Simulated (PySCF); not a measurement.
Dipole moment and polarisability of `C=C1C=C1OCC(F)(F)F`

Species: C₆H₅F₃O.
Numbering: `[CH2:1]=[C:2]1[CH:3]=[C:4]1[O:5][CH2:6][C:7]([F:8])([F:9])[F:10]` (hydrogens: H11, H12 on C1; H13 on C3; H14, H15 on C6)

Cartesian coordinates in Å at the GFN2-xTB level; atoms count from 1:
```xyz
15
C6H5F3O angstrom
C     -3.0224    0.5675   -1.2135
C     -1.9887    0.3956   -0.4268
C     -1.2397    0.5947    0.8104
C     -0.6941   -0.1667   -0.1317
O      0.3009   -0.9467   -0.5415
C      1.3828   -1.0944    0.3462
C      2.3524    0.0906    0.2696
F      2.7824    0.3183   -0.9717
F      3.4348   -0.1453    1.0276
F      1.8099    1.2293    0.7159
H     -3.0685    0.1111   -2.1862
H     -3.8561    1.1759   -0.9118
H     -1.1738    1.0575    1.7640
H      1.9271   -1.9922    0.0401
H      1.0486   -1.1874    1.3875
```

Level: PBE0/def2-SVPD (PySCF), static field, nuclei fixed, core orbitals frozen in the response. The polarisability tensor in these axes (au):

```
x    98.31 -11.74  14.71
y   -11.74  62.88   1.18
z    14.71   1.18  74.09
```

Task: Give the principal values, the mean and the anisotropy Δα = √{½[(α1 − α2)² + (α2 − α3)² + (α1 − α3)²]}.

Result: Principal values 57.09, 70.60 and 107.60 au; mean 78.43 au = 11.62 Å³ = 12.93 × 10⁻⁴⁰ C²·m²/J; Δα = 45.29 au (58 % of the mean).

Task: What is the dipole moment, and where does it point?

Result: (0.95, -1.63, 2.13) D, 2.84 D in size, pointing from the negative to the positive side. Measured along this direction, the outermost atoms are H11 and H12 at the negative end and H15 and F9 at the positive end.

Task: What depolarisation ratio follows for Rayleigh scattering of linearly polarised light, taking the static tensor?

Result: ρ = 3Δα²/(45ᾱ² + 4Δα²) = 6153.6/(276798 + 8204.8) = 0.0216.

Task: Form Σ f/ω² (atomic units) for the 6 lowest TDDFT singlets, given as eV and f, and set it beside the mean polarisability, which is this sum over all singlets: 4.89, 0.0253; 5.30, 0.0056; 5.94, 0.0162; 6.33, 0.0094; 6.52, 0.0464; 6.75, 0.1681.

Result: They add up to 4.99 au, 6.4 % of the 78.43 au; the largest single term is 2.73 au, from the state at 6.75 eV. Terms in order: 0.78, 0.15, 0.34, 0.17, 0.81, 2.73 au. Higher excitations give the rest. The strengths listed sum to 0.271.

Task: Traceless (Buckingham) quadrupole moment about the centre of nuclear charge: eigenvalues?

Result: -12.12, 4.08, 8.04 D·Å. The values depend on the origin, since the dipole doesn't vanish. The electronic extent ⟨r²⟩ about the same centre is 1669 bohr², a root-mean-square distance of 2.48 Å for the 76 electrons.

Task: Orientational against electronic polarisability at 273 K (dilute gas, rigid molecules)?

Result: In Gaussian units μ²/3kT = 71.38 Å³ against 11.62 Å³, a ratio of 6.14; the Debye molar polarisation (4π/3)N_A(α + μ²/3kT) is 209.4 cm³/mol, leaving out the vibrational part.

Task: Along which axes do the principal values lie, and how far do the nuclei extend along each?

Result: Largest value along (0.90, -0.22, 0.39), where the nuclei span 7.57 Å; middle along (-0.24, 0.49, 0.84), 3.68 Å; least along (0.38, 0.84, -0.38), 2.83 Å. The response follows the extents in order.

One conformer (not necessarily the lowest) at the GFN2-xTB geometry, without solvent, vibrations or thermal averaging.
